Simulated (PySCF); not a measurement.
# InCl⁻ at UHF-CCSD(T)

Computed with UHF-CCSD(T); basis In def2-TZVPPD with ECP28, Cl def2-TZVPPD; scalar-relativistic core potentials; PySCF 2.14.

```
state                          : ²Π (doublet), unpaired electrons π ↑
bond length                    : 0.2587 nm
harmonic wavenumber            : 217 cm⁻¹
force constant                 : 0.742 mdyn/Å
rotational constant Be         : 0.09398 cm⁻¹
anharmonicity ωexe             : 1.43 cm⁻¹
vibration–rotation constant αe : 0.000729 cm⁻¹
well depth De to In + Cl⁻      : 30.7 kcal/mol
dissociation energy D0         : 30.4 kcal/mol
```

Correlated steps freeze 9 core orbitals. These are scalar-relativistic numbers at best; spin–orbit coupling would shift them, the dissociation energy most. For an ion De counts to the pair picked by the measured ionisation energies or electron affinities, which need not be the lowest pair at this level. The state was picked by a PBE0 search and need not be the measured ground state.
